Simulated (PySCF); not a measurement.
Multinuclear NMR of C2H9B2N

Numbering as in the mapped SMILES `[BH2:1][NH:2][B:3]([CH3:4])[CH3:5]`. Hydrogens are named by the atom that carries them.

[PySCF 2.14: couplings computed with B3LYP/pcJ-1 (spin–dipole term only in couplings to heteroatoms); shieldings: GIAO PBE0/pcSseg-1; geometry from PBE0-D3(BJ)/def2-SVP; no relativistic terms; equivalent nuclei averaged; a single conformation; isolated molecule]

Predict the ¹⁵N NMR data.

Answers


| atoms | environment | σ (ppm) | δ (ppm) |
| --- | --- | --- | --- |
| N2 | nitrogen bonded to 2 B, H | 74.9 | -219.0 |

Shieldings were converted by a linear fit to measured shifts: ¹⁵N: δ = -150.45 − 0.916σ (rms 7.2 ppm, 79 shifts vs CH3NO2, solution or neat liquid). A few per cent of atoms miss by over 2 rms, more outside the fitted compound classes. Couplings are scaled by factors fitted to measured values: ²J(H,H) × 0.91 (rms 0.6 Hz); all others are unscaled and can be 10–30 % off.

Couplings (the largest are listed; each averaged over equivalent pairs): ¹J(B1,N2) = -23.6 Hz, ¹J(N2,B3) = -21.4 Hz, ²J(N2,H(B1)) = -3.0 Hz, ²J(N2,C4) = -2.6 Hz, ³J(N2,H(C4)) = -1.7 Hz. Signs are for ¹⁵N, whose magnetogyric ratio is negative.

On a 400 MHz spectrometer ¹⁵N resonates near 40.5 MHz, so 1 ppm is 40.5 Hz.
